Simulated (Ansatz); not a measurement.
Born–Oppenheimer molecular dynamics of CH4S2Si (8 atoms, charge 0, multiplicity 1). It starts at the highest image of a converged band, a first-order saddle point between two minima.

Theory: RKS PBE/def2-SVP in Ansatz 0.2.0.

```
ensemble                      : NVE (velocity Verlet)
time step                     : 0.5 fs
steps asked                   : 200
starting velocities drawn for : 100 K
seed                          : 6315
```

Frames 0.5 fs apart, positions in Å.

Velocities at 20 fs (Å/ps):

```
C 1.66 4.57 -1.93
Si -1.38 -0.31 2.15
S -0.01 -0.10 -0.52
S 0.52 -0.84 -0.65
H -1.20 -3.91 -2.67
H -9.90 -1.38 -6.22
H 0.33 8.06 -3.12
H 13.24 -18.80 12.47
```

```xyz
8
Properties=species:S:1:pos:R:3 time_fs=20 energy_less_start_eV=0.000 T=100
C -0.562 1.026 -0.328
Si -0.193 -0.284 0.976
S 2.005 -0.648 0.901
S 0.982 -1.983 -0.406
H -1.506 0.786 -0.835
H -0.709 1.973 0.285
H 0.240 1.227 -1.065
H -0.082 -2.235 0.576
8
Properties=species:S:1:pos:R:3 time_fs=20.5 energy_less_start_eV=-0.006 T=108
C -0.561 1.028 -0.329
Si -0.194 -0.284 0.977
S 2.005 -0.648 0.900
S 0.982 -1.984 -0.406
H -1.508 0.784 -0.836
H -0.714 1.972 0.281
H 0.241 1.231 -1.067
H -0.075 -2.244 0.582
8
Properties=species:S:1:pos:R:3 time_fs=21 energy_less_start_eV=-0.013 T=116
C -0.560 1.031 -0.330
Si -0.194 -0.284 0.978
S 2.005 -0.648 0.900
S 0.983 -1.984 -0.406
H -1.509 0.782 -0.838
H -0.719 1.969 0.277
H 0.241 1.234 -1.068
H -0.068 -2.254 0.587
8
Properties=species:S:1:pos:R:3 time_fs=21.5 energy_less_start_eV=-0.019 T=124
C -0.559 1.033 -0.331
Si -0.195 -0.284 0.979
S 2.005 -0.648 0.900
S 0.983 -1.984 -0.407
H -1.511 0.781 -0.840
H -0.725 1.966 0.271
H 0.241 1.238 -1.070
H -0.060 -2.264 0.592
8
Properties=species:S:1:pos:R:3 time_fs=22 energy_less_start_eV=-0.023 T=130
C -0.558 1.036 -0.332
Si -0.196 -0.284 0.980
S 2.005 -0.648 0.899
S 0.983 -1.985 -0.407
H -1.513 0.779 -0.843
H -0.730 1.963 0.265
H 0.241 1.241 -1.072
H -0.051 -2.274 0.596
8
Properties=species:S:1:pos:R:3 time_fs=22.5 energy_less_start_eV=-0.026 T=134
C -0.557 1.039 -0.333
Si -0.197 -0.285 0.981
S 2.005 -0.649 0.899
S 0.983 -1.985 -0.407
H -1.515 0.779 -0.845
H -0.736 1.960 0.259
H 0.241 1.244 -1.073
H -0.042 -2.284 0.599
8
Properties=species:S:1:pos:R:3 time_fs=23 energy_less_start_eV=-0.028 T=136
C -0.556 1.042 -0.333
Si -0.197 -0.285 0.982
S 2.005 -0.649 0.899
S 0.984 -1.986 -0.407
H -1.517 0.778 -0.847
H -0.742 1.957 0.252
H 0.241 1.247 -1.075
H -0.031 -2.295 0.602
8
Properties=species:S:1:pos:R:3 time_fs=23.5 energy_less_start_eV=-0.029 T=138
C -0.555 1.044 -0.334
Si -0.198 -0.285 0.984
S 2.005 -0.649 0.898
S 0.984 -1.986 -0.407
H -1.518 0.778 -0.848
H -0.748 1.955 0.246
H 0.241 1.250 -1.077
H -0.021 -2.306 0.604
8
Properties=species:S:1:pos:R:3 time_fs=24 energy_less_start_eV=-0.032 T=141
C -0.554 1.047 -0.335
Si -0.199 -0.285 0.985
S 2.005 -0.649 0.898
S 0.984 -1.986 -0.407
H -1.518 0.778 -0.850
H -0.754 1.954 0.240
H 0.241 1.252 -1.078
H -0.009 -2.317 0.605
8
Properties=species:S:1:pos:R:3 time_fs=24.5 energy_less_start_eV=-0.036 T=146
C -0.554 1.049 -0.336
Si -0.200 -0.286 0.986
S 2.005 -0.649 0.898
S 0.984 -1.987 -0.407
H -1.517 0.779 -0.851
H -0.761 1.955 0.235
H 0.241 1.254 -1.080
H 0.003 -2.328 0.604
8
Properties=species:S:1:pos:R:3 time_fs=25 energy_less_start_eV=-0.042 T=155
C -0.553 1.052 -0.338
Si -0.201 -0.286 0.987
S 2.005 -0.649 0.897
S 0.984 -1.987 -0.407
H -1.516 0.780 -0.852
H -0.768 1.958 0.231
H 0.241 1.257 -1.081
H 0.016 -2.340 0.604
8
Properties=species:S:1:pos:R:3 time_fs=25.5 energy_less_start_eV=-0.050 T=165
C -0.552 1.054 -0.339
Si -0.202 -0.286 0.989
S 2.005 -0.649 0.897
S 0.984 -1.987 -0.407
H -1.513 0.781 -0.853
H -0.776 1.962 0.227
H 0.241 1.259 -1.083
H 0.030 -2.352 0.602
```

Of the whole run (100 fs, mean temperature of the second half 275 K): The conserved energy stayed within 0.046 meV per atom of its start (net change 0.026 meV per atom), so the integration is sound. The kinetic energy rose, since the run started high on the potential surface and went downhill. A run of 0.1 ps of so small a system gives no equilibrium averages. The orbitals stay closed-shell, which can raise the energy where a bond breaks towards radicals; this wasn't checked here.

Run time: 2.8 min on 2 threads of Intel(R) Xeon(R) Platinum 8488C (Sapphire Rapids), on a shared host, peak memory 0.15 GiB.
